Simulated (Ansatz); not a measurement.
Ansatz (a program for electronic structure) input:

Ansatz 0.2 input:
```yaml
crystal:
  periodic: [false, false, false]
  atoms:
    - {symbol: Si, position_ang: [1.28056463, 0.42424182, -0.21796127]}
    - {symbol: F, position_ang: [1.32445643, 0.54455759, 1.34908842]}
    - {symbol: O, position_ang: [-0.10261074, -0.65291675, -0.50139912]}
    - {symbol: Si, position_ang: [-1.85504285, -0.32821178, -0.17122528]}
    - {symbol: H, position_ang: [2.39581375, -0.34588655, -0.76405107]}
    - {symbol: H, position_ang: [0.87105566, 1.67736253, -0.84340313]}
    - {symbol: H, position_ang: [-1.77497499, 1.09393675, 0.17517385]}
    - {symbol: H, position_ang: [-2.49876627, -0.64016957, -1.45054011]}
    - {symbol: H, position_ang: [-2.17238827, -1.23777575, 0.93329376]}
    - {symbol: H, position_ang: [0.12273304, -1.56957226, -0.73246446]}
basis:
  gaussian:
    orbitals: 6-31G*
total_charge: 1
magnetization: {spin_polarized: false}
correlation: {method: ccsd_t, electrons: outside_noble_gas}
```

Task: Which total energy does the run end on?

Result: -756.03476 Eh (CCSD(T)/6-31G*).

It need not be the lowest isomer of its formula.
